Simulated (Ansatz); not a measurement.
Harmonic frequencies (cm⁻¹) at PBE0-D4/def2-TZVP from Ansatz: 33, 69, 178, 227, 258, 452, 642, 654, 668, 897, 1522, 2412.

Each molecule was computed in one conformer, which needn't be the lowest.

Problem. Which molecule is it?
A. `[OH][Al]([Br])[Br]`
B. `O=C=[N][Al]([F])[Cl]`
C. `[AlH2][SiH3]`
D. `C#[C][Al]([F])[F]`

Solution. B.
